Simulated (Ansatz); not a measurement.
Input for Ansatz (a quantum-chemistry and plane-wave program): R-B3LYP-D3(BJ)/def2-TZVP on CH4 (SMILES C).

Ansatz 0.2 input:
```yaml
crystal:
  periodic: [false, false, false]
  atoms:
    - {symbol: C, position_ang: [0.00000000, 0.00000000, 0.00000000]}
    - {symbol: H, position_ang: [0.62910000, 0.62910000, 0.62910000]}
    - {symbol: H, position_ang: [-0.62910000, -0.62910000, 0.62910000]}
    - {symbol: H, position_ang: [0.62910000, -0.62910000, -0.62910000]}
    - {symbol: H, position_ang: [-0.62910000, 0.62910000, -0.62910000]}
basis:
  gaussian:
    orbitals: def2-TZVP
hamiltonian:
  xc: b3lyp
  dispersion: d3bj
relax: {f_tol: 0.004, max_steps: 120}
scf: {lower_state_search: off}
```

Program output:

```
WARN ansatz: RAYON_NUM_THREADS=4 ignored (pool sized by the plan → 4); use --threads N
Functional definition: B3LYP
these checks for a lower state are left out or cut short: stability, starts, cluster_reference, orbital_swaps, neighbouring_geometries, increment
integrals: 0.01 GiB planned
356 factors; their error is unknown
mean field: 0.10 GiB planned
mean field evaluation 1: about -1097.5520 eV, gradient 5.0e1 eV
mean field evaluation 2: about -1095.4705 eV, gradient 5.4e1 eV
mean field evaluation 4: about -1103.0918 eV, gradient 6.8e-2 eV
mean field evaluation 8: about -1103.0821 eV, gradient 7.7e-4 eV
mean field -1103.08211623 eV, -40.5375200757 hartree, gradient 7.1e-7 eV, S^2 0.000000; 0 other end points of the search recorded, 0 dependent functions left out
the calculation of the forces begins
reference -1103.08229609 eV, -40.5375266852 hartree; 5, 5 occupied and 50, 50 virtual orbitals, 356 factors
relax step   1: F+E_penalty+E_count = -1103.13418472 eV  Δ(F+E_penalty+E_count) = +0.000e0 eV  max|allowed force component| = 8.227e-3 eV/Å  Δτ_max = 0.0000 Å  (13 SCF iters, accepted)
these checks for a lower state are left out or cut short: stability, starts, cluster_reference, orbital_swaps, neighbouring_geometries, increment
integrals: 0.01 GiB planned
356 factors; their error is unknown
mean field: 0.10 GiB planned
mean field evaluation 16: about -1103.0918 eV, gradient 2.5e-1 eV
mean field -1103.08212661 eV, -40.5375204568 hartree, gradient 1.8e-6 eV, S^2 0.000000; 0 other end points of the search recorded, 0 dependent functions left out
the calculation of the forces begins
reference -1103.08230644 eV, -40.5375270654 hartree; 5, 5 occupied and 50, 50 virtual orbitals, 356 factors
relax step   2: F+E_penalty+E_count = -1103.13419576 eV  Δ(F+E_penalty+E_count) = -1.104e-5 eV  max|allowed force component| = 2.253e-3 eV/Å  Δτ_max = 0.0003 Å  (16 SCF iters, accepted)
Total energy: -1103.13437559 eV, -40.5394405716 hartree
Atom 0 at     0.000000     0.000000    -0.000000 Å, force     0.000000    -0.000000    -0.000000 eV/Å
Atom 1 at     0.628924     0.628924     0.628924 Å, force    -0.002253    -0.002253    -0.002253 eV/Å
Atom 2 at    -0.628924    -0.628924     0.628924 Å, force     0.002253     0.002253    -0.002253 eV/Å
Atom 3 at     0.628924    -0.628924    -0.628924 Å, force    -0.002253     0.002253     0.002253 eV/Å
Atom 4 at    -0.628924     0.628924    -0.628924 Å, force     0.002253    -0.002253     0.002253 eV/Å
Dipole moment:    -0.000000     0.000000     0.000000 e Å
Checks for a lower state left out: stability, starts, cluster_reference, orbital_swaps, neighbouring_geometries, increment
```

Self-consistency was reached.

Cost: about 0.7 core-seconds (a rough figure).
